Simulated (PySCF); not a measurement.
CH3Cl2Ga, SMILES [CH3][Ga]([Cl])[Cl].

Geometry: PBE-D3(BJ)/def2-SVP. The structure was generated by enumeration; whether it is a known compound was not checked.

Level of theory: PBE-D3(BJ)/def2-SVP (PySCF).

Frequencies are harmonic and unscaled.

A small imaginary wavenumber (i) marks a very flat motion, where grid noise or a shallow saddle decides the sign.

**Question.** Estimate the vibrational spectrum. (Estimate from the structure and the level; the computed values follow.)

**Answer.** 
| mode | ν (cm⁻¹) | IR (km/mol) | Raman (Å⁴/amu) | depolarisation | moving atoms (share of kinetic energy) |
|---|---|---|---|---|---|
| 1 | 9i | 0.1 | 0.1 | 0.75 | H 98 % |
| 2 | 128 | 6.4 | 3.1 | 0.74 | Cl 69 %, Ga 20 % |
| 3 | 129 | 2.8 | 2.9 | 0.75 | C 39 %, Cl 25 %, H 23 %, Ga 13 % |
| 4 | 134 | 4.1 | 0.0 | – | Ga 48 %, Cl 20 %, C 18 %, H 14 % |
| 5 | 379 | 21.2 | 18.2 | 0.10 | Cl 78 %, Ga 12 %, C 8 % |
| 6 | 426 | 72.4 | 4.4 | 0.75 | Cl 60 %, Ga 40 % |
| 7 | 578 | 27.9 | 13.6 | 0.23 | C 59 %, Ga 22 %, H 17 % |
| 8 | 700 | 22.0 | 0.2 | 0.59 | H 82 %, C 17 % |
| 9 | 741 | 47.4 | 0.9 | 0.75 | H 80 %, C 18 % |
| 10 | 1164 | 1.7 | 4.9 | 0.11 | H 81 %, C 19 % |
| 11 | 1373 | 2.7 | 10.0 | 0.75 | H 96 % |
| 12 | 1374 | 4.2 | 8.5 | 0.75 | H 95 % |
| 13 | 2990 | 0.1 | 146.6 | 0.00 | H 97 % |
| 14 | 3097 | 0.2 | 85.2 | 0.74 | H 91 %, C 9 % |
| 15 | 3119 | 0.1 | 87.2 | 0.75 | H 90 %, C 10 % |
